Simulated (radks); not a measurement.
Ionisation of the iron ion Fe9+, [Ne] 3s2 3p5, to [Ne] 3s2 3p4 as the strength of local exchange is varied. All-electron calculation, scalar-relativistic Kohn-Sham, Slater X-alpha exchange (alpha = 2/3 is LDA exchange), no correlation, spin-polarised, spherical densities, finite nucleus; open shells are filled with parallel spins first; Fermi nuclear charge, rms radius 3.7377 fm. Program: a radial shooting solver on a logarithmic mesh with Libxc functionals.

alpha,E(Fe9+) (hartree),exchange (hartree),IE (eV),-e of the level emptied (eV),<r> of it (bohr)
0.598,-1234.70942,-40.14560,257.04,242.96 (3p),0.7487
0.667,-1239.35141,-44.89973,259.99,245.97 (3p),0.7449
0.682,-1240.36222,-45.93658,260.64,246.63 (3p),0.7441
0.734,-1243.87095,-49.54022,262.87,248.92 (3p),0.7413
0.764,-1245.89849,-51.62576,264.17,250.25 (3p),0.7397
0.855,-1252.06330,-57.98109,268.12,254.29 (3p),0.7348
1.028,-1263.84384,-70.18430,275.72,262.07 (3p),0.7258

NIST Atomic Spectra Database: 262.1 eV (semi-empirical). The Delta-SCF value meets it near alpha = 0.72. Open shells are spherical and high-spin; term and fine-structure splittings are not resolved.
